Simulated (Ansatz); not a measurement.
Conformers of CH7ClSSi2, SMILES `C[SiH2]S[SiH2]Cl`, each relaxed with PBE0-D4/def2-TZVP in Ansatz. CBS adds the triple-zeta coupled-cluster correction to the MP2 limit.

Not all of them had a frequency check.

Conformer A:

Z-matrix (Å, degrees):
```
C
Si 1 1.861
H 1 1.092 2 110.8
H 1 1.092 2 110.8 3 120.5
H 1 1.093 2 110.0 3 -119.8
S 2 2.154 1 107.0 3 -60.7
H 2 1.486 1 111.5 3 -179.7
H 2 1.485 1 111.6 3 58.8
Si 6 2.115 2 98.6 1 176.6
Cl 9 2.055 6 112.5 2 -76.8
H 9 1.481 6 110.8 2 42.4
H 9 1.478 6 107.2 2 164.9
```

Conformer B:

Cartesian coordinates in Å:
```
C 1.264 0.327 -1.547
Si 0.004 1.107 -0.423
S 0.344 0.580 1.634
Si -1.008 -1.055 1.606
Cl -0.659 -2.201 3.269
H 2.272 0.643 -1.271
H 1.082 0.618 -2.585
H 1.218 -0.762 -1.481
H 0.059 2.589 -0.490
H -1.372 0.657 -0.782
H -2.415 -0.601 1.659
H -0.788 -1.902 0.410
```

Q: Which is lowest in electronic energy at CCSD(T)/CBS (frozen core, def2 sets), and by how much? (Estimate.)

A: The calculation gave: A; B lies 2.9 kJ/mol higher.

Q: Give the energies relative to A (kJ/mol) with r2SCAN-D4/def2-TZVPP, ωB97X-V/def2-TZVPP, ωB97M-V/def2-TZVPP, B2PLYP/def2-TZVPP, B3LYP/def2-TZVPP, HF/def2-QZVPP, MP2/def2-QZVPP. (An estimate is asked.)

A: Ansatz gave: 
| level | B |
| --- | --- |
| r2SCAN-D4/def2-TZVPP | 3.1 |
| ωB97X-V/def2-TZVPP | 3.3 |
| ωB97M-V/def2-TZVPP | 2.8 |
| B2PLYP/def2-TZVPP | 3.9 |
| B3LYP/def2-TZVPP | 4.3 |
| HF/def2-QZVPP | 4.8 |
| MP2/def2-QZVPP | 3.0 |

B3LYP here is the variant with VWN-RPA as its local correlation; programs differ in this.
